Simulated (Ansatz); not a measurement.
The cluster CuPd₂. Charge 0, multiplicity 4. Geometry PBE-D4/def2-TZVP; atoms count from 1.

Cartesian coordinates in Å:
```
Pd -0.758 0.887 0.802
Pd 1.358 0.333 -0.216
Cu -0.600 -1.220 -0.586
```

In the def2 sets Pd takes a core potential; there is no spin–orbit coupling. At PBE0-D4/def2-TZVP a doublet of charge 0 lies 1.87 eV below the quartet, each at its own geometry. The structure comes from a short search, and lower isomers may exist.

Question: Estimate the Mulliken populations from the PBE0/def2-TZVP orbitals of Ansatz.

Answer: 
```json
{"atom": "Pd1", "charge (e)": "-0.04", "spin (α − β)": "1.42", "d electrons": "8.96"}
{"atom": "Pd2", "charge (e)": "0.08", "spin (α − β)": "0.85", "d electrons": "9.20"}
{"atom": "Cu3", "charge (e)": "-0.04", "spin (α − β)": "0.72", "d electrons": "9.81"}
```
Mulliken values depend strongly on the basis.

Question: Where does the spin sit?

Answer: Summed by element: Pd 2.28, Cu 0.72, of 3 unpaired in all. Largest on single atoms: Pd1 1.42, Pd2 0.85, Cu3 0.72.

Question: And the Mayer bond orders between heavy atoms (over 0.3)?

Answer: Pd1–Pd2 1.02 (2.41 Å); Pd1–Cu3 0.55 (2.53 Å); Pd2–Cu3 0.55 (2.53 Å).
